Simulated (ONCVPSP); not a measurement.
**germanium (Ge): excitation energies, all-electron against ONCV**

* Element: Ge (Z = 32)
* Generator: ONCVPSP 4.0.1
* Type: optimised norm-conserving Vanderbilt (ONCV)
* Functional: PBE
* Relativity: fully relativistic
* Frozen core: [Ar] 3d10
* Valence charge: 4
* Reference configuration: 4s2 4p2
* Partial waves: 4s: rc 1.85 bohr, ncon 4, nbas 8, qcut 3.9 1/bohr, 2 projectors, debl 1.9 Ha; 4p: rc 1.55 bohr, ncon 4, nbas 8, qcut 5.1 1/bohr, 2 projectors, debl 2.3 Ha
* Local potential: polynomial inside 1.35 bohr (lpopt 5, dvloc0 0 Ha)
* Core correction: Teter function, fcfact 2.25, rcfact 1.2

Open shells are filled in proportion to 2j + 1.

Energies are relative to the spin-unpolarised reference configuration 4s2 4p2; without spin polarisation the order of configurations can differ from experiment.

**Question.** Give the all-electron excitation energy and the error of the potential for: 4s2 4p1; 4s2 4p0; 4s1 4p0; 4s1 4p2.

**Answer.**

| valence configuration | charge | ΔE all-electron (eV) | error AE − PS (meV) |
| --- | --- | --- | --- |
| 4s2 4p1 | +1 | 7.446 | -0.3 |
| 4s2 4p0 | +2 | 22.889 | +1.3 |
| 4s1 4p0 | +3 | 57.680 | +2.9 |
| 4s1 4p2 | +1 | 16.160 | -13 |

Note: no bound ghost flagged; GHOST(+) flagged for s at 96.7 eV.
